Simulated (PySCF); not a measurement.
Can point charges reproduce the dipole moment of `C=C(C)[Si@@H](F)[SiH2]CCN`?

Coordinates (GFN2-xTB, Å) and charges (e) from the PBE0/pcSseg-1 density (PySCF):

```csv
atom,x,y,z,Mulliken,IAO,Hirshfeld,ESP-fitted
C1,2.625,-1.723,0.303,-0.0842,-0.3028,-0.0996,-0.5773
C2,2.716,-0.408,0.448,-0.6304,-0.2530,-0.0835,+0.1323
C3,4.047,0.280,0.477,-0.1850,-0.4190,-0.1177,-0.4224
Si4,1.193,0.696,0.634,+0.9195,+0.9304,+0.3467,+0.4058
F5,1.579,2.063,-0.161,-0.4370,-0.5493,-0.2115,-0.2851
Si6,-0.726,-0.149,-0.321,+0.1921,+0.3979,+0.2396,+0.2370
C7,-2.239,0.886,0.207,-0.5524,-0.5407,-0.1636,-0.4026
C8,-3.510,0.598,-0.605,-0.0578,-0.1350,-0.0240,+0.4084
N9,-3.972,-0.775,-0.574,-0.4496,-0.5678,-0.2396,-1.0163
H10,3.496,-2.352,0.200,+0.1093,+0.1437,+0.0458,+0.2255
H11,1.674,-2.231,0.280,+0.1136,+0.1410,+0.0376,+0.1970
H12,4.084,1.048,-0.295,+0.1374,+0.1590,+0.0461,+0.1363
H13,4.190,0.776,1.437,+0.1296,+0.1514,+0.0473,+0.1310
H14,4.864,-0.421,0.319,+0.1124,+0.1435,+0.0459,+0.1328
H15,1.139,1.197,2.012,-0.1075,-0.1343,-0.0814,-0.0904
H16,-0.952,-1.543,0.110,-0.0584,-0.1130,-0.0815,-0.1202
H17,-0.703,-0.191,-1.793,-0.0300,-0.0950,-0.0699,-0.0589
H18,-2.008,1.949,0.115,+0.1459,+0.1472,+0.0409,+0.0861
H19,-2.451,0.708,1.265,+0.1368,+0.1398,+0.0345,+0.1106
H20,-3.341,0.863,-1.652,+0.1248,+0.1383,+0.0402,+0.0114
H21,-4.330,1.221,-0.232,+0.1240,+0.1412,+0.0410,-0.0013
H22,-3.286,-1.386,-1.004,+0.1813,+0.2382,+0.1001,+0.3776
H23,-4.095,-1.079,0.386,+0.1658,+0.2381,+0.1068,+0.3826
```

Q: Compute μ = Σ q r for each scheme (1 e·Å = 4.803 D) and compare with the dipole of the full density.

A: The full density gives (0.68, -1.04, 1.30) D, 1.80 D in size; dipole vectors point from the negative to the positive end.

```json
{"scheme": "Mulliken", "μx": "0.63", "μy": "-1.21", "μz": "1.33", "size (D)": "1.90", "share of the full size (%)": "106", "angle to the full dipole (°)": "4"}
{"scheme": "IAO", "μx": "-0.06", "μy": "-2.23", "μz": "1.91", "size (D)": "2.94", "share of the full size (%)": "163", "angle to the full dipole (°)": "26"}
{"scheme": "Hirshfeld", "μx": "-0.17", "μy": "-0.87", "μz": "0.60", "size (D)": "1.07", "share of the full size (%)": "59", "angle to the full dipole (°)": "35"}
{"scheme": "ESP-fitted", "μx": "0.67", "μy": "-1.05", "μz": "1.27", "size (D)": "1.78", "share of the full size (%)": "98", "angle to the full dipole (°)": "1"}
```

Q: Which set comes closest?

A: Length of the difference vector: ESP-fitted 0.04 D, Mulliken 0.18 D, Hirshfeld 1.11 D, IAO 1.53 D. Closest: ESP-fitted. 

Q: What is left for the Hirshfeld atoms' own dipoles?

A: The shares of the density sum to the whole, so what Σ q r misses lies in dipoles about the nuclei. The atomic dipoles sum to (0.68, -1.04, 1.30) − (-0.17, -0.87, 0.60) = (0.85, -0.17, 0.70) D, 1.11 D in size.

Q: With the origin at the mean of the coordinates, (0.000, 0.001, 0.068) Å, which are the largest single terms, by size, of the ESP-fitted dipole along the direction of the full one?

A: N9 +7.41, C1 -5.99, C8 -4.24, C3 -3.38, H10 +3.01 D; all 23 atoms together +1.78 D. The single terms depend on the origin, their sum doesn't.

Q: Give the size of the full dipole in other units.

A: 1.80 D = 0.710 au = 0.376 e·Å = 6.02 × 10⁻³⁰ C·m.

One conformer (not necessarily the lowest) at the GFN2-xTB geometry, without solvent, vibrations or thermal averaging.
